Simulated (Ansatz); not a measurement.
Cost and result for the atomization energy of CH$_{6}$BFGaN (11 atoms, 11 bonds).

```
atom   x (Å)   y (Å)   z (Å)
  N1  -0.517  -1.075  -0.311
  C2  -0.424   0.394  -0.487
 Ga3   1.441  -0.403  -0.134
  B4  -0.662   1.300   0.675
  F5  -0.954   0.761   1.878
  H6  -0.858  -1.569  -1.122
  H7  -1.043  -1.334   0.513
  H8  -0.496   0.721  -1.516
  H9   2.202  -0.758  -1.446
 H10   1.881  -0.528   1.350
 H11  -0.570   2.492   0.601
```

Charge 0, multiplicity 1. Correlated methods include outer-core shells of Ga, which these sets cover unevenly. Scalar relativity is left out up to krypton. The bonds changed during the relaxation, so this is another structure than the one it started from. The geometry is a stationary point of PBE0-D4/def2-TZVP. It is one conformer, not always the lowest. Program: Ansatz. All runs use 4 threads of an AMD EPYC 7B13 on a shared host. Times are those of one run each, without the atoms' runs, and a repeat can differ threefold. Electronic energies, without spin–orbit coupling; frozen cores. CCSD(T)/CBS adds CCSD(T) − MP2 in def2-TZVPP to the MP2 limit, and its time is that of the two runs behind it. T1 = 0.013. With those shells the extrapolation isn't a true limit. HSE06 is the plane-wave form, built on full-range PBE exchange.

CCSD(T)/CBS is a level of theory with its own doubt, some kJ/mol a heavy atom from the limit and from the frozen cores, so smaller differences don't rank the functionals.

```
                             level  functions  wall time
   PBE-D4/def2-TZVPP (with forces)        256      2.5 s
               BHLYP-D4/def2-TZVPP        256      2.9 s
               HSE06-D4/def2-TZVPP        256      3.3 s
           CAM-B3LYP-D4/def2-TZVPP        256      3.4 s
r2SCAN-D4/def2-TZVPP (with forces)        256      4.1 s
             r2SCANh-D4/def2-TZVPP        256      4.8 s
               PBE-QIDH/def2-TZVPP        256      5.5 s
                ωB97X-V/def2-TZVPP        256        7 s
                  CCSD(T)/def2-SVP        118        8 s
  ωB97M-V/def2-TZVPP (with forces)        256       10 s
                    MP2/def2-QZVPP        497       24 s
                CCSD(T)/def2-TZVPP        256      3 min
                 CCSD(T)/CBS(def2)          –    3.4 min
```

Problem. What atomization energy does each give, and how far from CCSD(T)/CBS? (Estimate.)

Solution. Computed: 
| level | atomization (kJ/mol) | difference from CCSD(T)/CBS | per bond |
| --- | --- | --- | --- |
| PBE-D4/def2-TZVPP (with forces) | 3894.9 | 73.6 | 6.7 |
| BHLYP-D4/def2-TZVPP | 3710.5 | -110.8 | -10.1 |
| HSE06-D4/def2-TZVPP | 3828.7 | 7.4 | 0.7 |
| CAM-B3LYP-D4/def2-TZVPP | 3847.7 | 26.4 | 2.4 |
| r2SCAN-D4/def2-TZVPP (with forces) | 3840.4 | 19.1 | 1.7 |
| r2SCANh-D4/def2-TZVPP | 3814.9 | -6.4 | -0.6 |
| PBE-QIDH/def2-TZVPP | 3804.9 | -16.4 | -1.5 |
| ωB97X-V/def2-TZVPP | 3835.1 | 13.8 | 1.3 |
| CCSD(T)/def2-SVP | 3625.9 | -195.4 | -17.8 |
| ωB97M-V/def2-TZVPP (with forces) | 3832.5 | 11.2 | 1.0 |
| MP2/def2-QZVPP | 3852.4 | 31.1 | 2.8 |
| CCSD(T)/def2-TZVPP | 3733.6 | -87.7 | -8.0 |
| CCSD(T)/CBS(def2) | 3821.3 | 0.0 | 0.0 |

The D4 term adds +37.4 kJ/mol with B3LYP and +19.4 kJ/mol with PBE0; it sums over pairs of atoms, weighted by their polarisabilities, and B3LYP, whose exchange is more repulsive, gets the larger term. From BLYP to BHLYP (50 % exact exchange), in def2-TZVPP and without D4, the atomization energy moves by −77.5 kJ/mol: exact exchange takes away binding that semilocal exchange gives to molecules. Leaving LDA and LC-ωPBE aside and taking each functional with its dispersion term where it has one, the values spread over 184.3 kJ/mol, from BHLYP-D4 to PBE-D4. LDA lies +533.0 kJ/mol from PBE without D4, its usual overbinding.

B3LYP here is the variant with VWN-RPA as its local correlation; programs differ in this.
